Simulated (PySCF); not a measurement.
Below is a simulated gas-phase Cl 2p photoelectron spectrum of `[SiH3]/C=C(/[SiH3])Cl`.

Every computed line was given a Gaussian of 0.6 eV full width at half maximum and an area set by the number of equivalent atoms (split 2:1 within a doublet); the highest printed point is 100. Computed, not measured: delta-SCF UKS SCAN, pcX-2 on the ionised atom, pcseg-1 elsewhere, spin-free X2C (PySCF).

binding energy (eV), intensity and a bar:
```
    205.3          1 
    205.4          2 #
    205.5          5 ##
    205.6         13 ####
    205.7         26 ########
    205.8         46 ##############
    205.9         70 #####################
    206.0         90 ###########################
    206.1        100 ##############################
    206.2         95 ############################
    206.3         77 #######################
    206.4         54 ################
    206.5         32 ##########
    206.6         17 #####
    206.7          7 ##
    206.8          3 #
    206.9          1 
    207.0          1 
    207.1          2 
    207.2          4 #
    207.3          9 ###
    207.4         17 #####
    207.5         28 ########
    207.6         40 ############
    207.7         48 ##############
    207.8         50 ###############
    207.9         44 #############
    208.0         33 ##########
    208.1         22 ######
    208.2         12 ####
    208.3          6 ##
    208.4          2 #
    208.5          1 
    208.6          0
```

**Question.** How many maxima does the curve show, and how many computed lines lie under it?

**Answer.** The curve has 2 maxima (at 206.1 and 207.8 eV). Under it lie 2 lines from 1 inequivalent chlorine site, drawn as a 2p3/2, 2p1/2 pair.

**Question.** Decompose the envelope and assign each component. Numbering: `[SiH3:1]/[CH:2]=[C:3](/[SiH3:4])[Cl:5]`.

**Answer.** 
```json
{"position (eV)": "206.12", "relative area": "0.67", "line": "Cl 2p3/2", "atoms": "Cl5", "environment": "vinyl chlorine"}
{"position (eV)": "207.77", "relative area": "0.33", "line": "Cl 2p1/2", "atoms": "Cl5", "environment": "vinyl chlorine"}
```

**Question.** What are the centre and the root-mean-square width of the whole band?

**Answer.** The area-weighted mean of the lines is 206.67 eV. Their own spread about it is 0.78 eV (rms) and each Gaussian has σ = 0.6/2.355 = 0.25 eV; the variances add, which gives 0.82 eV.

The curve has no shake-up lines and no vibrational structure. For 2p shells one spin-free hole was relaxed; a mean-field spin–orbit operator and the ground-state splitting of the three 2p orbitals were then diagonalised within the shell. The shell's mean is (2 × 2p3/2 + 2p1/2)/3, and the degeneracies 2j + 1 give areas of 2:1. 2p1/2 minus 2p3/2 (ligand field included): Cl 1.65 eV. Isolated species at its PBE0-D3(BJ)/def2-SVP geometry, gas phase.

Hardware: one thread of an Arm Neoverse V1, shared host with 32 logical CPUs at a one-minute load of 9.0. Cost: 41 s, 0.62 GiB resident at most.
